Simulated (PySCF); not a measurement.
Ga(NMe2)(SiH3)2, SMILES C[N](C)[Ga]([SiH3])[SiH3], singlet (GFN2-xTB optimised geometry):

```
18

Ga    -0.641     0.173     1.828
N     -0.406     1.149     3.413
C      0.564     2.214     3.583
C     -1.172     0.937     4.628
H      0.080     3.170     3.828
H      1.271     1.981     4.392
H      1.130     2.337     2.653
H     -0.527     0.656     5.471
H     -1.718     1.847     4.915
H     -1.898     0.135     4.460
Si     0.384     1.407     0.000
H     -0.007     0.884    -1.329
H      1.865     1.407     0.000
H     -0.030     2.828     0.000
Si    -1.861    -1.868     2.342
H     -1.865    -2.828     1.214
H     -3.286    -1.672     2.691
H     -1.254    -2.598     3.477
```

Calculation: B3LYP/def2-SVP in PySCF 2.14.0.

Question: What are the frontier orbital energies and the dipole moment?

Answer: HOMO-2 -8.18 eV, HOMO-1 -7.19 eV, HOMO -6.05 eV, LUMO -1.79 eV, LUMO+1 -0.43 eV; dipole moment 1.24 D.

Meta-Löwdin charges at B3LYP/def2-SVP: Ga1 0.18, N2 -0.30, C3 -0.17, C4 -0.17, H5 0.08, H6 0.09, H7 0.09, H8 0.08, H9 0.09, H10 0.09, Si11 0.22, H12 -0.09, H13 -0.08, H14 -0.08, Si15 0.22, H16 -0.09, H17 -0.08, H18 -0.08.
